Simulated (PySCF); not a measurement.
The second ionisation energy along the noble gases

All values are computed (PySCF 2.14, energy differences of UHF-based or UKS calculations, no spin-orbit coupling). Values in eV. The last column holds reference values (NIST; (s) semi-empirical, (t) theoretical, else measured). Unmarked ones compare directly (S terms, centres of terms, or small fine structure); those marked * lie between the lowest fine-structure levels and include a spin-orbit shift.

```json
{"element": "Ne (6-31G*, non-relativistic)", "configurations": "[He] 2s2 2p5 → [He] 2s2 2p4", "UHF": "39.478", "B3LYP": "41.456", "MP2 (valence)": "40.557", "SCS-MP2 (valence)": "40.509", "CCSD (valence)": "40.520", "CCSD(T) (valence)": "40.538", "reference": "40.963 *"}
{"element": "Ar (6-31G*, non-relativistic)", "configurations": "[Ne] 3s2 3p5 → [Ne] 3s2 3p4", "UHF": "26.385", "B3LYP": "27.741", "MP2 (valence)": "26.948", "SCS-MP2 (valence)": "26.921", "CCSD (valence)": "26.883", "CCSD(T) (valence)": "26.889", "reference": "27.630 *"}
{"element": "Kr (6-31G*, non-relativistic)", "configurations": "[Ar] 3d10 4s2 4p5 → [Ar] 3d10 4s2 4p4", "UHF": "23.263", "B3LYP": "24.517", "MP2 (valence)": "23.774", "SCS-MP2 (valence)": "23.746", "CCSD (valence)": "23.728", "CCSD(T) (valence)": "23.734", "reference": "24.360 *"}
```

"Valence" correlates the outer s and p shells and, in groups 3 to 12 and the f block, the outer d or f shell, open or full, or the next shell where the ion has no valence electron left; the wider scheme adds the next inner shell.
